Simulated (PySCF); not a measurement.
Saddle point of Si$_{2}$H$_{7}$ClO, closed shell (Si₂H₆O ([OH][SiH2][SiH3]) + HCl → SiH₃Cl ([SiH3][Cl]) + SiH₄O ([OH][SiH3]); bonds formed: Si1–H6, Si2–Cl7; bonds broken: Si1–Si2, H6–Cl7), PBE0-D4/def2-TZVP structure:

Si1  (-1.160, 0.480, -0.329)
Si2  (0.772, -1.258, 0.102)
H3  (-1.457, 0.131, -1.733)
H4  (-2.027, -0.221, 0.641)
O5  (-0.972, 2.063, -0.063)
H6  (0.472, 0.315, 0.037)
Cl7  (1.958, 1.221, 0.765)
H8  (0.942, -1.547, 1.533)
H9  (-0.360, -2.088, -0.430)
H10  (1.919, -1.384, -0.811)
H11  (-0.087, 2.289, 0.288)
(Å)

Energies are electronic, without zero-point energy. Barriers and step energies count from the start structure reached by relaxing down the imaginary mode; all methods use the PBE0-D4 structures, on which another method's saddle can fall below an end. Program: PySCF 2.14 with density fitting (its default auxiliary sets; JK sets also for MP2 and CCSD(T)). Basis: def2-TZVPP, with def2-QZVPP for the basis limit. Cores are frozen in the correlated methods. B3LYP uses VWN-RPA correlation. Extrapolation: Hartree–Fock as exp(−7.88 √X), correlation as X^−2.97.

| method | barrier (eV) | step energy (eV) |
| --- | --- | --- |
| SPW92 | 0.978 | -0.700 |
| PBE-D4 | 1.195 | -0.777 |
| r2SCAN-D4 | ? | -0.938 |
| PBE0-D4 | 1.331 | -0.871 |
| B3LYP-D4 | 1.355 | -0.968 |
| BHLYP-D4 | ? | -1.074 |
| wB97M-V | 1.378 | -1.049 |
| HF | ? | -1.268 |
| MP2 | 1.423 | -1.079 |
| CCSD | 1.611 | -1.013 |
| CCSD(T) | 1.533 | -0.979 |

Fill in the withheld barriers. (Judge from chemistry; the value comes from the calculation.)

Computed: HF 1.844; BHLYP-D4 1.488; r2SCAN-D4 1.219 eV. Each is the energy of the saddle less that of the start structure, by the same method.

For comparison, the barrier by CCSD(T) at an estimated basis limit (MP2 extrapolated from triple and quadruple zeta, plus CCSD(T) − MP2 in triple zeta) is 1.406 eV.

No T1 diagnostic of these runs exceeds 0.015.

Labels in which every atom is bracketed show which atoms are joined, not bond orders.

For scale, one of the runs: CCSD(T)/def2-TZVPP, 255 basis functions, launched by `OMP_NUM_THREADS=4 python run.py`. The run took 26 min on 4 CPU threads of an Intel Xeon (shared host), with 5.4 GiB of host memory at its peak.
